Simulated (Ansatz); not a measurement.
Mulliken charges of C₂H₆SeSi (`CC([SiH3])=[Se]`) from ωB97M-V/def2-TZVPP in Ansatz (PBE0-D4/def2-TZVP geometry).

```json
{"atom": "C1", "x (Å)": "-0.452", "y (Å)": "1.305", "z (Å)": "-0.428", "charge (e)": "-0.273"}
{"atom": "C2", "x (Å)": "-0.349", "y (Å)": "-0.173", "z (Å)": "-0.570", "charge (e)": "-0.181"}
{"atom": "Si3", "x (Å)": "0.627", "y (Å)": "-1.121", "z (Å)": "0.732", "charge (e)": "0.189"}
{"atom": "Se4", "x (Å)": "-1.101", "y (Å)": "-1.059", "z (Å)": "-1.897", "charge (e)": "-0.055"}
{"atom": "H5", "x (Å)": "-1.038", "y (Å)": "1.756", "z (Å)": "-1.229", "charge (e)": "0.117"}
{"atom": "H6", "x (Å)": "0.550", "y (Å)": "1.751", "z (Å)": "-0.414", "charge (e)": "0.124"}
{"atom": "H7", "x (Å)": "-0.904", "y (Å)": "1.558", "z (Å)": "0.539", "charge (e)": "0.124"}
{"atom": "H8", "x (Å)": "0.634", "y (Å)": "-2.570", "z (Å)": "0.439", "charge (e)": "0.002"}
{"atom": "H9", "x (Å)": "0.016", "y (Å)": "-0.859", "z (Å)": "2.065", "charge (e)": "-0.023"}
{"atom": "H10", "x (Å)": "2.018", "y (Å)": "-0.587", "z (Å)": "0.762", "charge (e)": "-0.024"}
```

By hand: the dipole of these point charges (1 e Å = 4.8032 D).

Σ q r = (0.153, 0.166, 0.269) e Å, of length 0.351 e Å = 1.69 D.

How does the dipole of the full density compare? (Best estimate.)

The calculation gave: (0.126, 0.285, 0.249) e Å, 1.92 D; the point charges give 0.88 times that, at 18° from its direction.

Point charges leave out the atoms' own dipoles, such as those of lone pairs, and Mulliken's split depends on the basis, so the close match here is no proof of good charges.
